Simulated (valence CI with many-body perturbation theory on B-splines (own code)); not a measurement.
## Ta XXXIV: E2, M1 decay

Method: valence CI with perturbative core correlation (CI+MBPT): four valence electrons over a frozen Dirac-Fock core [Kr], radial functions for each j: 7 s, 7 p, 8 d, 6 f, 4 g, 1 h, with the one-electron correlation potential Σ1 (screened to all orders), the two-electron term Σ2, the three-electron term Σ3, Breit, model QED; selected single and double excitations, second order for the rest, scaled by the run's own slope (own B-spline code, finite nucleus).

The last digits are not significant, and no measured levels were compared; by estimate large intervals hold to a few tenths of a per cent, small ones and those within an open d or f shell to about a per cent. The list stops below the first excitations out of the core.

Lines 1 to 50 of 120 in falling wavelength, among levels below 984600 cm⁻¹, chosen from the decays that carry over 1 % of a level's rate. Wavelengths and rates use the calculated energies. Electric multipoles are in the length gauge, E1 and E2 with the static RPA response of the core. Weak lines are less certain than strong ones. Lines between different terms over intervals too small for the method are left out, as are lines whose strength nearly cancels. The highest levels of a list are the least certain. Branching is blank where the lifetime is uncertain.

Levels are named by their leading jj configuration (3d3/2^4 stands for four electrons in 3d with j = 3/2), which in mixed levels can hold well under half, so a name can repeat and another be missing. Letters in brackets count levels of one name in rising energy.

```csv
λ vac (nm),Upper,Lower,Type,A (s⁻¹),Branch %
922.8,(4d3/2^2 4d5/2^2) J=6,(4d3/2^2 4d5/2^2) J=5,M1,9.83e+00,78.3
861.0,(4d3/2^3 4d5/2) J=3,(4d3/2^3 4d5/2) J=2,M1,2.57e+01,58.0
814.3,(4d3/2^3 4d5/2) J=3,(4d3/2^3 4d5/2) J=4,M1,1.86e+01,41.9
263.6,(4d3/2^2 4d5/2^2) J=1,(4d3/2^2 4d5/2^2) J=0 [a],M1,6.94e+02,1.7
257.1,(4d3/2^2 4d5/2^2) J=4 [b],(4d3/2^2 4d5/2^2) J=3 [a],M1,4.32e+02,5.4
252.5,(4d3/2^3 4d5/2) J=2,(4d3/2^3 4d5/2) J=1,M1,1.35e+03,98.7
221.6,(4d3/2^2 4d5/2^2) J=2 [d],(4d3/2^2 4d5/2^2) J=2 [c],M1,7.29e+02,12.7
213.2,(4d3/2 4d5/2^3) J=3 [c],(4d3/2 4d5/2^3) J=2 [a],M1,6.64e+02,1.3
199.8,(4d3/2^2 4d5/2^2) J=2 [b],(4d3/2^2 4d5/2^2) J=2 [a],M1,7.41e+02,6.6
191.0,(4d3/2^2 4d5/2^2) J=4 [c],(4d3/2^2 4d5/2^2) J=3 [b],M1,4.30e+02,2.1
161.1,(4d3/2 4d5/2^3) J=2 [b],(4d3/2 4d5/2^3) J=2 [a],M1,6.68e+02,1.2
159.2,(4d3/2 4d5/2^3) J=0,(4d3/2 4d5/2^3) J=1 [a],M1,1.67e+03,
150.0,(4d3/2 4d5/2^3) J=1 [b],(4d3/2^2 4d5/2^2) J=0 [b],M1,2.19e+03,2.9
134.9,(4d3/2 4d5/2^3) J=1 [b],(4d3/2 4d5/2^3) J=1 [a],M1,8.27e+02,1.1
132.5,(4d3/2^2 4d5/2^2) J=4 [c],(4d3/2^2 4d5/2^2) J=5,M1,3.75e+02,1.8
121.5,(4d3/2^2 4d5/2^2) J=2 [d],(4d3/2^2 4d5/2^2) J=2 [b],M1,8.44e+02,14.7
115.5,(4d3/2^2 4d5/2^2) J=2 [d],(4d3/2^2 4d5/2^2) J=3 [b],M1,3.76e+02,6.6
114.6,(4d3/2^2 4d5/2^2) J=2 [c],(4d3/2^2 4d5/2^2) J=2 [a],M1,1.28e+03,2.1
111.9,(4d3/2 4d5/2^3) J=2 [b],(4d3/2 4d5/2^3) J=1 [a],M1,7.67e+02,1.4
111.3,(4d3/2 4d5/2^3) J=3 [c],(4d3/2 4d5/2^3) J=4 [a],M1,1.32e+03,2.7
107.6,(4d3/2^2 4d5/2^2) J=4 [a],(4d3/2^3 4d5/2) J=3,M1,3.85e+03,11.5
105.6,(4d3/2^2 4d5/2^2) J=4 [c],(4d3/2^2 4d5/2^2) J=4 [a],M1,4.97e+03,24.1
102.8,(4d3/2^2 4d5/2^2) J=3 [a],(4d3/2^3 4d5/2) J=3,M1,1.94e+04,56.6
102.6,(4d3/2 4d5/2^3) J=3 [a],(4d3/2^2 4d5/2^2) J=4 [b],M1,3.03e+03,3.1
101.2,(4d3/2 4d5/2^3) J=2 [a],(4d3/2^2 4d5/2^2) J=2 [c],M1,3.68e+03,4.4
99.55,(4d3/2^2 4d5/2^2) J=2 [d],(4d3/2^2 4d5/2^2) J=1,M1,1.12e+02,1.9
99.52,(4d3/2 4d5/2^3) J=1 [b],(4d3/2^2 4d5/2^2) J=2 [d],M1,1.18e+04,15.5
99.43,(4d3/2 4d5/2^3) J=3 [c],(4d3/2^2 4d5/2^2) J=2 [d],M1,2.72e+03,5.5
98.86,(4d3/2^2 4d5/2^2) J=2 [a],(4d3/2^3 4d5/2) J=2,M1,1.12e+04,17.7
96.10,(4d3/2 4d5/2^3) J=2 [b],(4d3/2 4d5/2^3) J=3 [a],M1,2.56e+03,4.5
95.45,(4d3/2 4d5/2^3) J=3 [b],(4d3/2^2 4d5/2^2) J=2 [c],M1,9.00e+02,1.5
95.02,(4d3/2^2 4d5/2^2) J=4 [a],(4d3/2^3 4d5/2) J=4,M1,2.96e+04,88.5
93.97,(4d3/2^3 4d5/2) J=1,(4d3/2^4) J=0,M1,3.23e+04,100.0
92.03,(4d3/2 4d5/2^3) J=1 [a],(4d3/2^2 4d5/2^2) J=2 [b],M1,4.70e+03,3.7
91.84,(4d3/2^2 4d5/2^2) J=3 [a],(4d3/2^3 4d5/2) J=2,M1,1.49e+04,43.4
89.25,(4d5/2^4) J=4,(4d3/2 4d5/2^3) J=3 [b],M1,4.27e+03,3.2
86.72,(4d3/2 4d5/2^3) J=5,(4d3/2^2 4d5/2^2) J=4 [b],M1,1.63e+04,35.2
86.39,(4d3/2 4d5/2^3) J=2 [b],(4d3/2^2 4d5/2^2) J=2 [d],M1,2.37e+03,4.2
83.06,(4d3/2 4d5/2^3) J=4 [a],(4d3/2^2 4d5/2^2) J=5,M1,3.76e+03,4.6
80.32,(4d3/2^2 4d5/2^2) J=5,(4d3/2^3 4d5/2) J=4,M1,1.82e+04,99.6
80.23,(4d3/2^2 4d5/2^2) J=2 [d],(4d3/2^2 4d5/2^2) J=3 [a],M1,5.27e+02,9.2
78.86,(4d3/2 4d5/2^3) J=1 [a],(4d3/2^2 4d5/2^2) J=1,M1,2.29e+04,18.2
77.86,(4d3/2 4d5/2^3) J=5,(4d3/2^2 4d5/2^2) J=6,M1,9.08e+03,19.6
75.55,(4d3/2^2 4d5/2^2) J=2 [d],(4d3/2^2 4d5/2^2) J=2 [a],M1,1.56e+02,2.7
75.36,(4d3/2 4d5/2^3) J=6,(4d3/2^2 4d5/2^2) J=6,M1,1.84e+04,45.0
75.15,(4d3/2^2 4d5/2^2) J=1,(4d3/2^3 4d5/2) J=2,M1,4.02e+04,96.8
74.49,(4d3/2^2 4d5/2^2) J=0 [b],(4d3/2^2 4d5/2^2) J=1,M1,2.55e+04,
74.22,(4d3/2^2 4d5/2^2) J=0 [a],(4d3/2^3 4d5/2) J=1,M1,9.95e+04,100.0
74.20,(4d3/2 4d5/2^3) J=3 [c],(4d3/2^2 4d5/2^2) J=4 [c],M1,2.11e+04,42.9
73.89,(4d3/2^2 4d5/2^2) J=6,(4d3/2^3 4d5/2) J=4,E2,2.73e+00,21.7
```
